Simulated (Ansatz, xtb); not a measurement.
## Ranking isomers of C3H11NPSi+

5 gas-phase structures of C3H11NPSi+, from a drawn sample of its isomers (lower ones may exist). Each was relaxed with GFN2-xTB; where two conformers were screened, the lower at r2SCAN-D4/def2-SVP is listed:

A. `CC/C=N/[SiH2][PH3+]`, a singlet
B. `[PH3+][Si@H]1CCCN1`, a singlet
C. `C=C(C)[Si@H]([NH3+])P`, a singlet
D. `C=C[Si@@H]([PH3+])NC`, a singlet
E. `[NH3+][Si@H](P)C1CC1`, a singlet

Problem. Estimate their order in r2SCAN-D4/def2-SVP energy at these geometries, lowest first.

Solution. Calculated order at r2SCAN-D4/def2-SVP: B (0.0), C (2.1), E (4.1), D (23.9), A (25.5) kcal/mol.

Energies above the lowest of each column, in kcal/mol; the last columns are at B3LYP/def2-SVP geometries and were run for some of them only (a dash: not run or not comparable):

```csv
structure,GFN2-xTB,HF/STO-3G,r2SCAN-D4/def2-SVP,B3LYP/def2-SVP,CCSD(T)/def2-SVP + ΔMP2/def2-TZVPP
B,0.0,0.0,0.0,0.0,0.0
C,29.0,28.6,2.1,0.7,0.5
E,25.6,23.1,4.1,5.4,5.6
D,27.8,49.2,23.9,–,–
A,7.9,50.8,25.5,–,–
```

Every level run on B puts it lowest or level with the lowest. Flexible structures stand in one conformer each, not always the lowest. Frequencies (GFN2-xTB) were run for B, C, E alone. ΔMP2 is the change of the MP2 energy from the smaller to the larger basis.

Over these structures GFN2-xTB departs from r2SCAN-D4/def2-SVP by 13.8 kcal/mol on average once a common shift is removed. A GFN2-xTB relaxation took about 0.31 s and the r2SCAN-D4/def2-SVP energy about 2 s on a shared host (Ansatz 0.2.0, xtb 6.7.1).
